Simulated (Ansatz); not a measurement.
Computed with Ansatz on PBE0-D4/def2-TZVP structures; ΔE is electronic, products minus reactants. CCSD(T)/CBS adds triple-zeta CCSD(T) − MP2 to the extrapolated MP2 energy (def2 sets, frozen cores). DFT in def2-TZVPP. B3LYP here is the variant with VWN-RPA as its local correlation; programs differ in this. For Ge outer-core shells are correlated without core-valence functions, which leaves a few kJ/mol of doubt a bond. Scalar relativity is left out up to krypton. One conformer a species, not always the lowest.

Consider the isomerisation: `O[B]([GeH3])CCl` → `ClBC[O][GeH3]`.

| level | ΔE (kcal/mol) | difference from CCSD(T)/CBS |
| --- | --- | --- |
| r2SCAN-D4 | 12.0 | -0.9 |
| PBE0-D4 | 13.5 | 0.6 |
| B3LYP-D4 | 11.7 | -1.2 |
| ωB97X-V | 10.5 | -2.4 |
| B2PLYP | 10.8 | -2.1 |
| r2SCAN | 12.0 | -0.9 |
| PBE0 | 13.2 | 0.3 |
| B3LYP | 11.2 | -1.7 |
| HF/def2-TZVPP | 6.0 | -6.9 |
| CCSD/def2-TZVPP | 11.1 | -1.8 |
| CCSD(T)/def2-TZVPP | 11.7 | -1.2 |
| HF/def2-QZVPP | 5.7 | -7.2 |
| MP2/def2-QZVPP | 11.8 | -1.1 |
| HF/CBS(def2) | 5.6 | -7.3 |
| MP2/CBS(def2) | 12.4 | -0.5 |
| CCSD/CBS(def2) | 12.3 | -0.6 |
| CCSD(T)/CBS | 12.9 | 0 |

Largest T1 diagnostic among the species: 0.013.

In def2-TZVPP, CCSD(T) changes the Hartree–Fock value by +5.7 kcal/mol (the triples alone add +0.5 kcal/mol) and MP2 by +5.2 kcal/mol. From PBE to PBE0 (25 % exact exchange), in def2-TZVPP and without D4, ΔE moves by −0.7 kcal/mol.
